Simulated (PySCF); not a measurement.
C₂H₇NOSi₂, SMILES N1C[SiH2]OC=1[SiH3]. Heavy atoms are numbered as in [SiH3:1][C:2]1=[N:3][CH2:4][SiH2:5][O:6]1. Hydrogens are named by the atom that carries them.

The structure is a stationary point at PBE0-D3(BJ)/def2-SVP. The structure was generated by enumeration, and PubChem lists no compound with its InChIKey, so it may never have been made. One conformer was computed; it need not be the lowest.

Computed with PBE/pcSseg-1 in PySCF.

GIAO shieldings, no solvent; atoms alike by connectivity are averaged. δ = σ(ref) − σ: ²⁹Si against TMS (σ = 335.4 ppm); ¹³C against TMS (σ = 182.0 ppm); ¹⁵N against NH3 (σ = 267.0 ppm); ¹⁷O against H2O (σ = 334.3 ppm); ¹H against TMS (σ = 31.49 ppm), references at their B3LYP-D3(BJ)/def2-TZVP geometries, non-relativistic.

Computed chemical shifts:
| nucleus | atoms | count | δ (ppm) |
|---|---|---|---|
| ²⁹Si | Si5 (SiH2) | 1 | -1.9 |
| ²⁹Si | Si1 (SiH3) | 1 | -80.7 |
| ¹³C | C2 | 1 | 173.6 |
| ¹³C | C4 (CH2) | 1 | 44.7 |
| ¹⁵N | N3 | 1 | 302.5 |
| ¹⁷O | O6 | 1 | 210.1 |
| ¹H | H on Si5 | 2 | 5.28 |
| ¹H | H on Si1 | 3 | 4.54 |
| ¹H | H on C4 | 2 | 3.77 |
